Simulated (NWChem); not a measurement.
System meant: GeH$_{4}$TeSe; SMILES [GeH3][Te][SeH]

Input file for NWChem:

```
start job
memory heap 200 mb stack 900 mb global 1100 mb
geometry units angstroms noautoz
  Te     1.042380     0.019288    -0.118541
  Se    -0.660934    -1.849051     0.153128
  H     -0.919626    -2.028552    -1.286711
  Ge    -0.707830     1.904193    -0.038629
  H     -1.475383     1.836693     1.291024
  H      0.066024     3.232786    -0.146521
  H     -1.676888     1.756502    -1.223545
end
basis spherical
  * library def2-svp
end
ecp
  Te library def2-ecp
end
dft
  odft
  mult 2
  xc xpbe96 cpbe96
  iterations 150
  mulliken
end
task dft energy
```

End of the output:

```
 Summary of "ao basis" -> "" (spherical)
 ------------------------------------------------------------------------------
       Tag                 Description            Shells   Functions and Types
 ---------------- ------------------------------  ------  ---------------------
 *                          def2-svp                  on all atoms

 Summary of "ao basis" -> "ao basis" (spherical)
 ------------------------------------------------------------------------------
       Tag                 Description            Shells   Functions and Types
 ---------------- ------------------------------  ------  ---------------------
 Te                         def2-svp                10       26   4s4p2d
 Se                         def2-svp                12       32   5s4p3d
 H                          def2-svp                 3        5   2s1p
 Ge                         def2-svp                12       32   5s4p3d

 Summary of "ao basis" -> "ao basis" (spherical)
 ------------------------------------------------------------------------------
       Tag                 Description            Shells   Functions and Types
 ---------------- ------------------------------  ------  ---------------------
 Te                         def2-svp                10       26   4s4p2d
 Se                         def2-svp                12       32   5s4p3d
 H                          def2-svp                 3        5   2s1p
 Ge                         def2-svp                12       32   5s4p3d

  number of electrons :                   94
  multiplicity        :                    2
 ------------------------------------------------------------------------
  no. of electrons and multiplicity not compatible                  94
 ------------------------------------------------------------------------
 ------------------------------------------------------------------------
  current input line :
    25: task dft energy
 ------------------------------------------------------------------------
 ------------------------------------------------------------------------
 There is an error in the input file
 ------------------------------------------------------------------------
 For more information see the NWChem manual at https://nwchemgit.github.io

0: no. of electrons and multiplicity not compatible:Received an Error in Communication
```

Problem. Find the fault in this run and fix the input.

Solution. The input was rejected before any calculation. Cause: the multiplicity doesn't fit the number of electrons (an even count wants an odd multiplicity, and the reverse). This input runs:
```
start job
memory heap 200 mb stack 900 mb global 1100 mb
geometry units angstroms noautoz
  Te     1.042380     0.019288    -0.118541
  Se    -0.660934    -1.849051     0.153128
  H     -0.919626    -2.028552    -1.286711
  Ge    -0.707830     1.904193    -0.038629
  H     -1.475383     1.836693     1.291024
  H      0.066024     3.232786    -0.146521
  H     -1.676888     1.756502    -1.223545
end
basis spherical
  * library def2-svp
end
ecp
  Te library def2-ecp
end
dft
  xc xpbe96 cpbe96
  iterations 150
  mulliken
end
task dft energy
```
It converges to -4747.76088 Ha (PBE/def2-SVP with def2 effective core potentials on Te).
